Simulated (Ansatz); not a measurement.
Isomers of CH7FOSi2, relaxed with PBE0-D4/def2-TZVP in Ansatz; electronic energies, one conformer each and not always the lowest. Functionals use def2-TZVPP; CBS adds triple-zeta CCSD(T) − MP2 to the MP2 limit of def2-TZVPP and def2-QZVPP.

Order them by energy at frozen-core CCSD(T)/CBS, lowest first. (Best estimate.)
A. `CO[SiH](F)[SiH3]`
B. `C[Si](O)(F)[SiH3]`
C. `FC([SiH3])O[SiH3]`

B (0.0 kcal/mol), A (25.7 kcal/mol), C (80.0 kcal/mol).

How do r2SCAN-D4, HF/CBS(def2), B3LYP-D4, B3LYP place them (kcal/mol, against `C[Si](O)(F)[SiH3]`)? (Estimate.)

The calculation gave: 
| isomer | r2SCAN-D4 | HF/CBS(def2) | B3LYP-D4 | B3LYP |
| --- | --- | --- | --- | --- |
| `CO[SiH](F)[SiH3]` | 26.0 | 21.2 | 23.9 | 23.3 |
| `FC([SiH3])O[SiH3]` | 79.2 | 74.6 | 76.3 | 75.8 |

B3LYP here is the variant with VWN-RPA as its local correlation; programs differ in this.
